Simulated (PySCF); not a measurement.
## Excitation energy of Pm²⁺ by level of theory

Pm²⁺ [Xe] 4f5 (high-spin determinant) → Pm²⁺ [Xe] 4f4 5d1 (high-spin determinant), as a difference of total energies. All numbers are calculated (PySCF 2.14, the spin-free X2C one-electron Hamiltonian (Gaussian nucleus), in x2c-TZVPPall with one added diffuse shell each of s, p, d, f type (12s8p8d5f2g, 129 functions)). Correlated levels: valence: [Kr] 4d10 frozen; valence and next inner shell: [Ar] 3d10 frozen. The calculations carry no spin-orbit coupling.

```tsv
method	excitation energy (eV)
UHF	0.956
LDA	4.085
PBE	3.649
PBE0	3.065
r2SCAN	3.075
MP2 (valence)	2.286
SCS-MP2 (valence)	1.687
MP2 (valence and next inner shell)	2.701
SCS-MP2 (valence and next inner shell)	2.074
```

Question: How much does correlation contribute at MP2 (valence and next inner shell)?

Answer: 2.701 − (0.956) = 1.745 eV, measured against UHF.

A first-order spin-orbit estimate (lowest level to lowest level, LS coupling) adds -0.228 eV.

The determinant of the upper state and of the lower state mixes LS terms, which raises its energy above the lowest term, most at the Hartree-Fock and MP2 levels.
